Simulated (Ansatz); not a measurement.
An input meant for AlB₁₂⁻ (charge -1, singlet; scaled by 1.12).

```yaml
crystal:
  periodic: [false, false, false]
  atoms:
    - {symbol: Al, position_ang: [-3.078624, -0.543128, -0.063130]}
    - {symbol: B, position_ang: [1.151969, 0.202154, 0.024907]}
    - {symbol: B, position_ang: [3.155319, 0.597275, 0.111510]}
    - {symbol: B, position_ang: [3.105319, 0.547275, 0.061510]}
    - {symbol: B, position_ang: [1.242428, -2.054561, 0.095555]}
    - {symbol: B, position_ang: [2.144986, 1.989737, -0.003307]}
    - {symbol: B, position_ang: [-0.896464, 0.828278, -0.052028]}
    - {symbol: B, position_ang: [-0.561309, -1.084864, 0.019170]}
    - {symbol: B, position_ang: [2.693657, -1.137024, 0.097281]}
    - {symbol: B, position_ang: [-0.321951, -2.948922, 0.088627]}
    - {symbol: B, position_ang: [-1.962671, -2.457769, 0.033964]}
    - {symbol: B, position_ang: [-1.305824, 2.661954, -0.115983]}
    - {symbol: B, position_ang: [0.468984, 2.358254, -0.057665]}
basis:
  gaussian: {orbitals: STO-3G}
total_charge: -1
hamiltonian: {xc: {name: PBE0-DH}, pseudopotentials: {relativity: none}}
output: {forces: true}
```

```sh
$ ansatz run in.yaml --threads 4 --pin off --events-out ev --progress --plain --max-ram 6963MiB
```

Shortened log:

```
Functional definition: PBE0-DH
896 factors; integrals over basis functions are off by at most 2.1e-4 eV
mean field evaluation 1: about -11535.4752 eV, gradient 9.2e1 eV
mean field evaluation 2: about -11535.1368 eV, gradient 9.3e1 eV
mean field evaluation 4: about -11515.6286 eV, gradient 8.5e1 eV
mean field evaluation 8: about -11546.1102 eV, gradient 6.8e0 eV
mean field evaluation 16: about -11546.4404 eV, gradient 1.1e-1 eV
mean field evaluation 32: about -11546.4413 eV, gradient 8.4e-5 eV
a density is far from that of the atoms, so the factors are made again for it
1031 factors; integrals over basis functions are off by at most 6.2e-5 eV
mean field evaluation 64: about -11546.3254 eV, gradient 2.8e0 eV
mean field evaluation 96: about -11546.3393 eV, gradient 4.4e0 eV
mean field -11546.43834263 eV, -424.3237826345 hartree, gradient 2.0e-6 eV, S^2 0.000000; 3 other end points of the search recorded, 0 dependent functions left out; unrestricted orbitals would lower it
17 core orbitals not correlated: weight in the atoms' cores, before any rotation towards them, 0.664 or more for the frozen orbitals, at most 0.031 for the correlated occupied ones
reference -11546.43835861 eV, -424.3237832220 hartree; 20, 20 occupied and 32, 32 virtual orbitals, 1031 factors
second order -29.63459559 eV of doubles, -0.00000000 eV of singles
Total energy: -11550.14268306 eV, -424.4599146346 hartree
Atom 0 at    -3.078624    -0.543128    -0.063130 Å, force     0.704064    -0.413901     0.048006 eV/Å
Atom 1 at     1.151969     0.202154     0.024907 Å, force    -1.296800    -0.434868    -1.195661 eV/Å
Atom 2 at     3.155319     0.597275     0.111510 Å, force 26170.724164 26136.012777 26174.514492 eV/Å
Atom 3 at     3.105319     0.547275     0.061510 Å, force -26171.685930 -26129.092498 -26174.610709 eV/Å
Atom 4 at     1.242428    -2.054561     0.095555 Å, force    -3.606999     0.094075     2.055893 eV/Å
Atom 5 at     2.144986     1.989737    -0.003307 Å, force    -2.020187    -5.230104     0.234651 eV/Å
Atom 6 at    -0.896464     0.828278    -0.052028 Å, force     2.581594    -0.267498     0.124588 eV/Å
Atom 7 at    -0.561309    -1.084864     0.019170 Å, force     0.842742     0.744431     0.128394 eV/Å
Atom 8 at     2.693657    -1.137024     0.097281 Å, force    -4.419133    -2.345042    -1.004068 eV/Å
Atom 9 at    -0.321951    -2.948922     0.088627 Å, force     0.294468     5.899473    -0.693102 eV/Å
Atom 10 at    -1.962671    -2.457769     0.033964 Å, force     5.622749     1.500844     0.108273 eV/Å
Atom 11 at    -1.305824     2.661954    -0.115983 Å, force     3.119451    -2.819293    -0.113706 eV/Å
Atom 12 at     0.468984     2.358254    -0.057665 Å, force    -0.860184    -3.648396     0.402949 eV/Å
Dipole moment:    -0.429902    -0.522828     0.209741 e Å
```

In this input one atom was put on top of another. The run converged. The result belongs to that input, not to the species as meant.

Correlated methods freeze 17 core orbitals. The highest occupied level of an anion often lies above zero with these methods, and sets without diffuse functions describe the outer electron poorly. The restricted singlet is unstable: a solution with broken spin symmetry lies lower.
